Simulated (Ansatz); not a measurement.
C$_{2}$H$_{5}$AlClN, SMILES `[NH2][Al]1[CH2][CH]1Cl`. The species carries charge 0 and has multiplicity 1. Geometry: relaxed with PBE0-D4/def2-TZVP. It is one conformer, not always the lowest.

```xyz
10

N     1.912   -1.254    0.132
Al    0.470   -0.266   -0.024
C    -1.029    0.542   -0.900
C    -1.158    0.418    0.643
Cl   -0.058    1.782    1.304
H     2.620   -1.339   -0.578
H     2.207   -1.704    0.982
H    -1.167    1.523   -1.355
H    -1.688   -0.199   -1.363
H    -2.109    0.498    1.158
```

Q: What is the dipole moment at PBE/def2-TZVPP? (Best estimate.)

A: Computed: 2.02 D, with components (1.24, -1.56, -0.34) D in this frame, pointing from negative to positive charge.

Q: And with r2SCAN, B3LYP, ωB97M-V? (Best estimate.)

A: Ansatz gave: r2SCAN 2.15 D, B3LYP 2.17 D, ωB97M-V 2.22 D.

Q: Give the Mulliken charges with PBE, r2SCAN, B3LYP in def2-TZVPP. (Estimate.)

A: Ansatz gave: 
```json
{"atom": "N1", "PBE": "-0.39", "r2SCAN": "-0.47", "B3LYP": "-0.40"}
{"atom": "Al2", "PBE": "0.32", "r2SCAN": "0.54", "B3LYP": "0.43"}
{"atom": "C3", "PBE": "-0.24", "r2SCAN": "-0.29", "B3LYP": "-0.28"}
{"atom": "C4", "PBE": "-0.13", "r2SCAN": "-0.14", "B3LYP": "-0.14"}
{"atom": "Cl5", "PBE": "-0.13", "r2SCAN": "-0.16", "B3LYP": "-0.16"}
{"atom": "H6", "PBE": "0.15", "r2SCAN": "0.16", "B3LYP": "0.14"}
{"atom": "H7", "PBE": "0.15", "r2SCAN": "0.16", "B3LYP": "0.14"}
{"atom": "H8", "PBE": "0.07", "r2SCAN": "0.05", "B3LYP": "0.08"}
{"atom": "H9", "PBE": "0.08", "r2SCAN": "0.06", "B3LYP": "0.08"}
{"atom": "H10", "PBE": "0.12", "r2SCAN": "0.10", "B3LYP": "0.13"}
```

B3LYP here is the variant with VWN-RPA as its local correlation; programs differ in this.
